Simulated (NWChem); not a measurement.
CH4Be; SMILES [BeH][CH3]

```xyz
6

Be     0.0000     0.0000    -1.0606
H      0.0000     0.0000    -2.4050
C      0.0000     0.0000     0.6189
H      0.7236     0.7312     1.0443
H      0.2715    -0.9923     1.0443
H     -0.9951     0.2610     1.0443
```
Atoms are numbered in this order, from 1.

Program: NWChem. Pople sets run with spherical d functions. Geometry: optimised at PBE-D3(BJ)/def2-SVP. B3LYP is NWChem's, with the RPA form of VWN correlation. Ions are spin-unrestricted doublets at the neutral geometry; other ion states weren't tried.

```csv
level,"vertical ionisation energy, ΔSCF (eV)",−ε(HOMO) (eV),ΔSCF minus −ε(HOMO) (eV)
B3LYP/6-31+G*,10.93,8.11,2.82
PBE/6-31+G*,10.69,6.96,3.73
LRC-wPBEh/6-31+G*,11.02,10.25,0.77
BHandHLYP/6-31+G*,10.98,9.62,1.36
CAM-B3LYP/6-31+G*,11.07,9.78,1.29
```
